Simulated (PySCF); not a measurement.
This PySCF input asks for the NMR shieldings of `InChI=1S/C5H11BS/c1-2-5-3-7-4-6-5/h5-6H,2-4H2,1H3/t5-/m0/s1`; the geometry comes from GFN2-xTB.

```python
import basis_set_exchange as bse
import numpy as np
from pyscf import gto, dft
from pyscf.prop import nmr

atoms = """
C     2.460913   -0.023920    0.094395
C     1.214451    0.170292   -0.762616
C    -0.064185   -0.350026   -0.091077
B    -1.380408   -0.369056   -0.959744
C    -2.651507   -0.069839   -0.095083
S    -2.109368    0.056837    1.655569
C    -0.368290    0.383635    1.220408
H     3.346751    0.297107   -0.449248
H     2.583340   -1.072295    0.359104
H     2.397553    0.557034    1.011110
H     1.093603    1.232295   -0.989822
H     1.344907   -0.356207   -1.710403
H     0.110180   -1.408390    0.161407
H    -1.423756   -0.604849   -2.101491
H    -3.432952   -0.828157   -0.142375
H    -3.120781    0.879335   -0.368654
H    -0.246717    1.461947    1.096130
H     0.237507    0.050574    2.060732
"""
names = dict.fromkeys(["C", "B", "S", "H"], "pcSseg-1")
basis = {el: gto.basis.parse(bse.get_basis(n, elements=[el], fmt="nwchem")) for el, n in names.items()}
mol = gto.M(atom=atoms, basis=basis, charge=0, verbose=0)
mf = dft.RKS(mol, xc="PBE0")
mf.grids.level = 2
mf.grids.alignment = dft.numint.BLKSIZE   # the property module wants whole blocks of grid points
mf.conv_tol = 1e-9
mf.kernel()

calc = nmr.RKS(mf)   # GIAO
C = mf.mo_coeff
Co = C[:, mf.mo_occ > 0]
resp = mf.gen_response(singlet=True, hermi=2)
def vind(x):   # induced exchange potential for any number of trial vectors
    d = np.einsum("pi,xij,qj->xpq", C, 2 * x.reshape(-1, C.shape[1], Co.shape[1]), Co, optimize=True)
    return np.einsum("xpq,pi,qj->xij", resp(d - d.transpose(0, 2, 1)), C, Co, optimize=True).ravel()
mo1, _ = nmr.rhf.solve_mo1(calc, with_cphf=vind)
sigma = calc.kernel(mo1)
for i, s in enumerate(sigma):   # ppm
    w = np.linalg.eigvalsh((s + s.T) / 2)
    print("%2d %-2s iso %8.1f  s11 %8.1f  s22 %8.1f  s33 %8.1f" % (i, mol.atom_pure_symbol(i), w.mean(), *w))
```

Q: What does it print?

A: 
```
 0 C  iso    168.9  s11    154.1  s22    166.8  s33    185.6
 1 C  iso    159.1  s11    151.0  s22    155.8  s33    170.7
 2 C  iso    129.1  s11    109.5  s22    127.7  s33    150.2
 3 B  iso      7.5  s11    -59.1  s22    -20.1  s33    101.8
 4 C  iso    148.8  s11    130.6  s22    146.7  s33    169.2
 5 S  iso    510.7  s11    247.9  s22    514.2  s33    770.1
 6 C  iso    143.2  s11    104.7  s22    155.4  s33    169.4
 7 H  iso     30.4  s11     25.7  s22     27.5  s33     38.0
 8 H  iso     30.9  s11     27.2  s22     28.7  s33     36.6
 9 H  iso     30.5  s11     25.6  s22     30.7  s33     35.3
10 H  iso     30.4  s11     26.1  s22     29.7  s33     35.4
11 H  iso     29.4  s11     23.6  s22     28.5  s33     36.1
12 H  iso     30.2  s11     25.8  s22     30.2  s33     34.8
13 H  iso     23.8  s11     18.4  s22     25.8  s33     27.1
14 H  iso     28.8  s11     23.1  s22     27.2  s33     36.2
15 H  iso     28.7  s11     22.1  s22     27.2  s33     36.7
16 H  iso     29.1  s11     22.1  s22     30.5  s33     34.7
17 H  iso     28.5  s11     22.4  s22     28.8  s33     34.3
```

These numbers come from an equivalent density-fitted implementation of the same equations, which agrees with the script to about 0.01 ppm for H and up to a few tenths of a ppm for heavy atoms, so last digits may differ.

Size and cost of the density-fitted run: 181 basis functions, 53 s wall time on 1 thread of an Arm Neoverse N1, shared host; peak memory 0.82 GiB.
